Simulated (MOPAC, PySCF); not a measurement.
[Cd(Br)2], neutral singlet in the gas phase. 

Cartesian coordinates (Å):
```xyz
3

Cd     0.0000     0.0000     0.0000
Br    -0.5255     1.9618     1.3150
Br     0.5255    -1.9618    -1.3150
```
Charge 0, spin multiplicity 1.

All levels are single points at this geometry (BP86-D3(BJ)/def2-SVP); Pople sets use spherical d functions. Orbital energies aren't observables, and empty levels follow the basis.

```json
[
 {"level": "B3LYP-D3(BJ)/def2-TZVP in PySCF", "HOMO (eV)": "-8.13", "LUMO (eV)": "-2.71", "gap (eV)": "5.41", "dipole (D)": "0.00", "vertical IE, Delta-SCF (eV)": "–"},
 {"level": "TPSSh-D3(BJ)/def2-TZVP in PySCF", "HOMO (eV)": "-7.72", "LUMO (eV)": "-2.76", "gap (eV)": "4.96", "dipole (D)": "0.00", "vertical IE, Delta-SCF (eV)": "–"},
 {"level": "B3LYP/6-311+G** (LANL2DZ on Br, Cd) in PySCF", "HOMO (eV)": "-8.08", "LUMO (eV)": "-2.76", "gap (eV)": "5.32", "dipole (D)": "0.00", "vertical IE, Delta-SCF (eV)": "–"},
 {"level": "B3LYP/6-31G* (LANL2DZ on Cd) in PySCF", "HOMO (eV)": "-8.08", "LUMO (eV)": "-2.71", "gap (eV)": "5.37", "dipole (D)": "0.00", "vertical IE, Delta-SCF (eV)": "10.28"},
 {"level": "BP86/6-31G* (LANL2DZ on Cd) in PySCF", "HOMO (eV)": "-7.22", "LUMO (eV)": "-3.32", "gap (eV)": "3.90", "dipole (D)": "0.00", "vertical IE, Delta-SCF (eV)": "–"},
 {"level": "M06-2X/6-31G* (LANL2DZ on Cd) in PySCF", "HOMO (eV)": "-9.59", "LUMO (eV)": "-1.80", "gap (eV)": "7.79", "dipole (D)": "0.00", "vertical IE, Delta-SCF (eV)": "–"},
 {"level": "PBE/6-31G* (LANL2DZ on Cd) in PySCF", "HOMO (eV)": "-7.11", "LUMO (eV)": "-3.19", "gap (eV)": "3.92", "dipole (D)": "0.00", "vertical IE, Delta-SCF (eV)": "–"},
 {"level": "SVWN5/6-31G* (LANL2DZ on Cd) in PySCF", "HOMO (eV)": "-7.28", "LUMO (eV)": "-3.49", "gap (eV)": "3.80", "dipole (D)": "0.00", "vertical IE, Delta-SCF (eV)": "–"},
 {"level": "PM6 in MOPAC", "HOMO (eV)": "-10.48", "LUMO (eV)": "-1.07", "gap (eV)": "9.41", "dipole (D)": "0.00", "vertical IE, Delta-SCF (eV)": "–"}
]
```
